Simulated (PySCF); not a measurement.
## Worked example: chemical shift, span and skew from a shielding tensor

Ge(H)(Br)2(Me) (CH4Br2Ge), SMILES [CH3][GeH]([Br])[Br]. Atoms are numbered in the order given.

```xyz
8

Ge    -0.4092    -0.6400     0.0000
C      0.6722    -2.2605     0.0000
Br     0.1195     0.6082     1.8934
Br     0.1195     0.6082    -1.8934
H     -1.9329    -0.8459     0.0000
H      0.4465    -2.8505     0.9004
H      0.4465    -2.8505    -0.9004
H      1.7351    -1.9830     0.0000
```

Geometry optimised at B3LYP-D3(BJ)/def2-SVP.

GIAO shieldings from PBE/pcSseg-1 in PySCF, non-relativistic, no solvent. The symmetric part of the tensor of C2 has the principal values 143.2, 156.4, 186.2 ppm. The same nucleus in TMS has σ = 182.0 ppm at this level (PySCF, at its B3LYP-D3(BJ)/def2-TZVP geometry). Without spin–orbit terms, shifts of atoms bonded to Cl or Br come out too high.

Task: Work out the isotropic shielding, the ¹³C shift against TMS, the span and the skew.

Result: 
σ(iso) = (σ11 + σ22 + σ33)/3 = 161.9 ppm. δ = σ(ref) − σ(iso) = 182.0 − (161.9) = 20.1 ppm.
Span Ω = σ33 − σ11 = 43.0 ppm. Skew κ = 3(σ(iso) − σ22)/Ω = 0.39. Tumbling in solution averages the tensor to δ; in a static solid the shielding alone would spread this spin-1/2 line over Ω.
